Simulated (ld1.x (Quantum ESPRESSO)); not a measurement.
**C (Z = 6): one change to a PAW potential, before and after**

- Element: carbon
- Generator: ld1.x (Quantum ESPRESSO) 7.5
- Type: PAW
- Functional: PBE
- Relativity: non-relativistic
- Frozen core: [He]
- Valence charge: 4
- Reference configuration: 2s2 2p2
- Partial waves: 2s (bound): rcut 1.20, rcutus 1.35 bohr; 2s channel at 0.4 Ry: rcut 1.20, rcutus 1.35 bohr; 2p (bound): rcut 2.05, rcutus 2.45 bohr; 2p channel at 0.9 Ry: rcut 2.05, rcutus 2.45 bohr; 3d channel at 0.4 Ry: rcut 2.20, rcutus 2.80 bohr; 3d channel at 3.05 Ry: rcut 2.20, rcutus 2.80 bohr
- Local potential: all-electron potential smoothed inside 1.45 bohr (lloc = -1)
- Core correction: a·sin(br)/r model core, default radius (ld1.x builds one for every PAW set, though the input has nlcc=.false.)
- Augmentation charge: BESSEL, radius 1.35 bohr

Change: waves 2p (bound): rcut 1.94, rcutus 2.06 bohr; 2p channel at 0.9 Ry: rcut 1.94, rcutus 2.06 bohr.

Cutoffs: the cutoffs (Ry, on a coarse ladder) from which the occupation-weighted sum of valence levels, in a spherical-Bessel basis at the reference potential, stays within 10 and 1 mRy of its value at 400 Ry; they do not see the model core or the augmentation charge, which bear on the density cutoff. Errors are all-electron minus pseudo energies relative to the spin-unpolarised reference configuration.

Task: How do hardness, ghosts and transferability respond?

Result: The potential gets harder (10 Ry and 15 Ry → 15 Ry and 18 Ry); of the 7 tests that both files solve, the error grows in 2 and shrinks in 4 by more than 15 % and 0.3 meV (median size 1.8 → 1.0 meV); the range in which the p phases agree widens (upper end 1.3 → 4.7); neither file shows a bound ghost. A smaller radius makes the pseudo-wave follow the all-electron one further in, where it bends more sharply, so more plane waves are needed.

| quantity | base | changed |
| --- | --- | --- |
| cutoff, loose | 10 Ry | 15 Ry |
| cutoff, tight | 15 Ry | 18 Ry |
| loose cutoff by channel (10 mRy a level) | s 8 Ry, p 8 Ry | s 8 Ry, p 12 Ry |
| bound ghosts | none | none |
| error for 2s2 2p1, meV [ΔE 10.87 eV] | +4.8 | -0.6 |
| error for 2s2 2p0, meV [ΔE 35.02 eV] | +16 | +1.0 |
| error for 2s1 2p0, meV [ΔE 83.20 eV] | +5.9 | -10 |
| error for 2s2 2p1.5, meV [ΔE 3.97 eV] | +1.8 | -0.1 |
| error for 2s0 2p4, meV [ΔE 16.94 eV] | +1.4 | -1.1 |
| error for 2s1 2p2, meV [ΔE 19.60 eV] | -0.4 | -1.9 |
| error for 2s1 2p3, meV [ΔE 8.46 eV] | +1.2 | -0.3 |
| s: phases at 3.05 bohr within 0.05 rad from the reference energy up to (Ry; the scan ends near 5) | to the end of the scan | to the end of the scan |
| p: phases at 3.05 bohr within 0.05 rad from the reference energy up to (Ry; the scan ends near 5) | 1.3 | 4.7 |
| d: phases at 3.05 bohr within 0.05 rad from the reference energy up to (Ry; the scan ends near 5) | 3.9 | 3.9 |
| lowest overlap eigenvalue by channel | s 0.55, p 0.06, d 0.97 | s 0.55, p 0.71, d 0.97 |
